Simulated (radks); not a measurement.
Fractional charge and spin in the 5s shell of ytterbium: the spin-up occupation runs from 0 to 1 and the spin-down occupation from 0 to 1; the fullest corner is Yb2+, [Kr] 4d10 4f14 5p6 5s(up 1, down 1). Calculated with a radial shooting solver on a logarithmic mesh with Libxc functionals: scalar-relativistic Kohn-Sham, LDA (Slater exchange, Perdew-Wang correlation), spin-polarised, spherical densities, finite nucleus; Fermi nuclear charge, rms radius of each element as measured or else 0.836 A^(1/3) + 0.57 fm. Energy (eV) minus the two flat planes that join the four corners (they meet along the diagonal where the two added fractions sum to one electron); zero is where a piecewise linear energy would lie.

down \ up,0,0.25,0.5,0.75,1
0,0.000,-1.506,-2.000,-1.494,0.000
0.25,-1.506,-1.944,-1.384,0.163,-1.418
0.5,-2.000,-1.384,0.218,-1.310,-1.880
0.75,-1.494,0.163,-1.310,-1.827,-1.402
1,0.000,-1.418,-1.880,-1.402,0.000

Corners above the fullest one (they belong to Yb3+ and the next ion): (up 1, down 0) 77.367 eV, (up 0, down 1) 77.367 eV, (up 0, down 0) 171.14 eV. With half an added electron in each spin the energy lies 0.218 eV from the planes, and with half an added electron in spin up alone -2.000 eV. The planes are only a guide here: the flat-plane condition holds for ground states with one frontier orbital, while this shell lies below other occupied shells, so the corners above the fullest one are inner-hole states and not the ground states of those ions.
